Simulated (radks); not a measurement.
Os2+, 74 electrons, occupied as [Xe] 4f14 5d6. Calculated with a radial shooting solver on a logarithmic mesh with Libxc functionals: Dirac Kohn-Sham, revPBE, spin-unpolarised, spherical densities, finite nucleus; open shells fill j = l - 1/2 first; Fermi nuclear charge, rms radius 5.4126 fm. Some entries of the table are withheld. Estimate them.

| orbital | occ. | eigenvalue (eV) | <r^2> (bohr^2) |
|---|---|---|---|
| 1s1/2 | 2 | -73753.88 | 0.0004336 |
| 2s1/2 | 2 | -12850.05 | 0.006585 |
| 2p1/2 | 2 | -12305.69 | 0.004685 |
| 2p3/2 | 4 | -10774.62 | 0.005880 |
| 3s1/2 | 2 | -3002.976 | (1) |
| 3p1/2 | 2 | -2758.945 | 0.03926 |
| 3p3/2 | 4 | -2425.058 | 0.04577 |
| 3d3/2 | 4 | -2015.592 | 0.03533 |
| 3d5/2 | 6 | -1943.265 | 0.03711 |
| 4s1/2 | 2 | -646.8478 | 0.2106 |
| 4p1/2 | 2 | -544.3317 | (2) |
| 4p3/2 | 4 | -465.9260 | (3) |
| 4d3/2 | 4 | -297.5576 | 0.2696 |
| 4d5/2 | 6 | -283.0320 | 0.2822 |
| 5s1/2 | 2 | -107.9664 | 1.142 |
| 5p1/2 | 2 | (4) | 1.371 |
| 4f5/2 | 6 | (5) | 0.3768 |
| 4f7/2 | 8 | (6) | 0.3885 |
| 5p3/2 | 4 | (7) | 1.632 |
| 5d3/2 | 4 | (8) | 3.271 |
| 5d5/2 | 2 | (9) | 3.498 |

Answer. 
(1) 3s1/2 <r^2> (bohr^2): 0.04290
(2) 4p1/2 <r^2> (bohr^2): 0.2163
(3) 4p3/2 <r^2> (bohr^2): 0.2505
(4) 5p1/2 eigenvalue (eV): -76.4300
(5) 4f5/2 eigenvalue (eV): -70.0088
(6) 4f7/2 eigenvalue (eV): -67.2042
(7) 5p3/2 eigenvalue (eV): -64.2590
(8) 5d3/2 eigenvalue (eV): -23.3074
(9) 5d5/2 eigenvalue (eV): -22.1711
